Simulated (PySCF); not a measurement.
Cd(I)(OMe) (CH3CdIO), SMILES C[O][Cd][I]. The structure is a stationary point at PBE-D3(BJ)/def2-SVP. The structure was generated by enumeration; whether it is a known compound was not checked. The def2 effective core potentials stand for the cores of Cd, I; spin–orbit coupling is left out. One conformer was computed; it need not be the lowest.

**Question.** Give the equilibrium geometry at PBE-D3(BJ)/def2-SVP (PySCF confirms it by a frequency run) as Cartesian coordinates in Å, and its point group. (The exact figures need the calculation; the answer reports its results.)

**Answer.** Several could match; the one computed here: point group Cs.
```xyz
7

Cd     0.1337    -0.8020     0.0000
I     -0.0760     1.7910     0.0000
O      0.4677    -2.7702     0.0000
C     -0.5844    -3.7057     0.0000
H     -1.2458    -3.6515    -0.9000
H     -0.1343    -4.7258     0.0000
H     -1.2458    -3.6515     0.9000
```
